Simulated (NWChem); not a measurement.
C3H5N3; SMILES C(/CN)=N/C#N

```xyz
11

N      0.8655     2.4759    -0.4186
C      0.0406     1.6739    -0.2393
N     -0.9955     0.8563    -0.0580
C     -0.8394    -0.3845     0.2088
C      0.4475    -1.1455     0.3496
N      0.4452    -2.4481    -0.2700
H     -1.7666    -0.9684     0.3328
H      0.6522    -1.2587     1.4307
H      1.2781    -0.5362    -0.0457
H     -0.2253    -3.0796     0.1612
H      0.2271    -2.3918    -1.2618
```
Atoms are numbered in this order, from 1.

Program: NWChem. Pople sets run with spherical d functions. The geometry was optimised at PBE0/def2-SVP. Atomic charges in e: unrestrained fits to the electrostatic potential beside Mulliken populations; buried atoms are poorly determined by the fit.

Q: Estimate the computed values for Hartree-Fock/6-31G*. Quantities: ESP N1; Mulliken N1; ESP C2; Mulliken C2; ESP N3; Mulliken N3; ESP C4; Mulliken C4; ESP C5; Mulliken C5; relative RMS misfit of the potential (%).

A: 
- ESP N1 = -0.57
- Mulliken N1 = -0.40
- ESP C2 = 0.63
- Mulliken C2 = 0.48
- ESP N3 = -0.54
- Mulliken N3 = -0.52
- ESP C4 = 0.22
- Mulliken C4 = 0.14
- ESP C5 = 0.58
- Mulliken C5 = -0.22
- relative RMS misfit of the potential (%) = 18
